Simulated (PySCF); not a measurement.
## A survey of $^{29}$Si NMR shifts

Non-relativistic, averaged over atoms made equivalent by symmetry, fast rotation or ring inversion, a single conformation, no solvent. Geometry from GFN2-xTB; PBE0/pcSseg-1 with gauge-including orbitals; PySCF 2.14.

Shieldings were converted by a linear fit to measured shifts: $^{29}$Si: δ = 279.94 − 0.822σ (rms 8.9 ppm, 72 shifts, 25.8 ppm with the 6 outliers that the fit left out vs TMS, solution or neat liquid). A few per cent of atoms miss by over 2 rms, more outside the fitted compound classes.

**Question.** Give the $^{29}$Si shifts of `CO[SiH2]S[SiH2]SC`, `CS[SiH2]OCS[SiH3]`.

**Answer.** 
```tsv
compound	environment	δ (ppm)
[CH3:1][O:2][SiH2:3][S:4][SiH2:5][S:6][CH3:7]	Si3: silicon bonded to O, S, 2 H	-22.4
[CH3:1][O:2][SiH2:3][S:4][SiH2:5][S:6][CH3:7]	Si5: silicon bonded to 2 S, 2 H	-22.5
[CH3:1][S:2][SiH2:3][O:4][CH2:5][S:6][SiH3:7]	Si3: silicon bonded to O, S, 2 H	-15.7
[CH3:1][S:2][SiH2:3][O:4][CH2:5][S:6][SiH3:7]	Si7: silicon bonded to S, 3 H	-53.7
```

**Question.** Order these by $^{29}$Si shift, lowest first.
A. O=Cc1[nH]nnc1[SiH3]
B. C=C(C)[Si@@H](Cl)CCC
C. C[C@H](O[SiH3])C(=O)OC1CC1

**Answer.** A (-80.2 ppm, silicon bonded to C, 3 H), C (-45.7 ppm, silicon bonded to O, 3 H), B (-2.2 ppm, silicon bonded to 2 C, Cl, H).
